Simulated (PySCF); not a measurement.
# Reading the logs of faulty runs: AlBCFH5

Calculated results; nothing here was measured. The program is PySCF 2.14.0, an open-source quantum chemistry code, run on an isolated molecule that a program drew, which may never have been made. The molecule is AlBCFH5 (charge 0, singlet), drawn as the SMILES string `B[CH2][AlH][F]`.

Each row is a Hartree-Fock (HF) and frozen-core CCSD(T) single point in the cc-pV(D+d)Z basis, meant for a local HF minimum. Run 1 is clean. Each other run has one planted mistake out of seven kinds, and not every kind appears here: one electron removed, one electron added, multiplicity raised by two, geometry at a saddle point, minimal basis STO-3G, one bond length entered in bohr, all coordinates scaled. The reference is restricted for singlets and unrestricted otherwise, and also for a bond in bohr. Adding or removing an electron swaps singlet and doublet. Electrons count all cores. HOMO and LUMO are orbital energies over both spins, the gradient is its largest component, and the lowest frequency (negative if imaginary) is given only where the gradient is small. Bond lengths are over the 8 bonds as drawn. T1 is the CCSD diagnostic: over 0.02 (restricted) or 0.045 (unrestricted) a single reference is doubtful.

Geometry of the clean run:
```xyz
9
AlBCFH5, angstrom
B     0.5316    1.4701   -0.4820
C     0.9375    0.1100   -1.0898
Al    1.9189   -0.9771    0.2173
F     1.0666   -1.6424    1.4713
H     1.2691    2.4194   -0.5547
H    -0.4966    1.5934    0.1284
H     0.0795   -0.5277   -1.3377
H     1.6230    0.1863   -1.9406
H     3.4456   -1.3255    0.1405
```

| run | electrons | basis functions | <S^2> | HOMO (eV) | LUMO (eV) | gradient (hartree/bohr) | lowest frequency (cm^-1) | mean bond (Å) | longest bond (Å) | T1 | HF (hartree) | CCSD(T) (hartree) | mistake |
|---|---|---|---|---|---|---|---|---|---|---|---|---|---|
| 1 | 38 | 90 | 0.000 | -11.45 | 1.39 | 9.6e-06 | 24 | 1.4162 | 1.963 | 0.0134 | -406.89648 | -407.42897 | no fault |
| 2 | 37 | 90 | 0.782 | -18.54 | -8.71 | 6.9e-02 | - | 1.4162 | 1.963 | 0.0274 | -406.52789 | -407.03328 | one electron removed |
| 3 | 39 | 90 | 0.768 | 0.66 | 6.99 | 2.1e-02 | - | 1.4162 | 1.963 | 0.0305 | -406.85828 | -407.41133 | ? |
| 4 | 38 | 90 | 0.000 | -11.89 | 1.83 | 1.1e-01 | - | 1.2803 | 1.775 | 0.0119 | -406.80987 | -407.33336 | ? |

**Which mistake was planted in run 3, and what did it cost?**

It counts 39 electrons, one more than the clean run, at the same geometry and basis. So the mistake is: one electron added. Subtracting run 1 and multiplying by 627.51 kcal/mol a hartree, the energy moved by 24.0 kcal/mol in HF and 11.1 kcal/mol in CCSD(T).

**Which mistake was planted in run 4, and what did it cost?**

The mean and the longest bond both change by the same factor, 0.904, and the gradient is no longer small. So the mistake is: all coordinates scaled. Subtracting run 1 and multiplying by 627.51 kcal/mol a hartree, the energy moved by 54.3 kcal/mol in HF and 60.0 kcal/mol in CCSD(T).

Cautions from the logs. Run 3: the HOMO is above zero, so the electron isn't bound and the energy depends on the basis.
